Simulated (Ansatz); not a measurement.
FeF3. Total charge 0; sextet. Geometry PBE0-D4/def2-TZVP, basis def2-TZVP, Ansatz.

| run | HOMO (eV) | LUMO (eV) |
| --- | --- | --- |
| A | -13.25 | -3.05 |
| B | -10.14 | -5.75 |
| C | -13.05 | -3.22 |
| D | -7.91 | -7.17 |
| E | -9.59 | -5.92 |
| F | -13.04 | -4.16 |

LC-ωPBE has ω = 0.4 bohr⁻¹. HSE06 is defined as in plane-wave codes, on full-range PBE exchange.

HOMO and LUMO are taken over both spins.

Problem. The runs used BHLYP, HSE06, LC-ωPBE, LDA (SPW92), r2SCANh, ωB97X-V. Estimate which is which.

Solution. A LC-ωPBE (range-separated); B HSE06 (range-separated); C ωB97X-V (range-separated); D LDA (SPW92) (0 % exact exchange); E r2SCANh (10 % exact exchange); F BHLYP (50 % exact exchange). Exact exchange lowers occupied and raises empty levels; among semilocal functionals meta-GGAs tend to open the gap a little, and such runs are hard to tell apart. The gap grows from 0.74 eV (LDA (SPW92)) to 10.19 eV (LC-ωPBE).
